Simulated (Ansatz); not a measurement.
Calculated with Ansatz (gas phase, PBE0-D4/def2-TZVP geometries, no zero-point term in ΔE). CCSD(T)/CBS adds triple-zeta CCSD(T) − MP2 to the extrapolated MP2 energy (def2 sets, frozen cores). Functionals use def2-TZVPP. B3LYP here is the variant with VWN-RPA as its local correlation; programs differ in this. Elements past krypton have def2 core potentials. For Sn outer-core shells are correlated without core-valence functions, which leaves a few kJ/mol of doubt a bond. One conformer a species, not always the lowest.

`N#[C][Sn]([F])([F])[F]` + `OC1CC1` → `N#[C][SnH]([F])[F]` + `OC1(F)CC1`  (formal exchange of groups at the Sn–F bond)

CCSD(T)/CBS gives +84.0 kJ/mol.

(1) Another level gave +71.0 kJ/mol. Which?
A. B2PLYP/def2-TZVPP
B. MP2/def2-TZVPP
C. PBE0-D4/def2-TZVPP
D. B3LYP/def2-TZVPP

Largest T1 diagnostic among the species: 0.015.

Answers

(1) D. B3LYP 71.0, B2PLYP 77.3, MP2/def2-TZVPP 83.7, PBE0-D4 66.7 kJ/mol.

In def2-TZVPP, CCSD(T) changes the Hartree–Fock value by +5.3 kJ/mol (the triples alone add +1.3 kJ/mol) and MP2 by +14.1 kJ/mol.
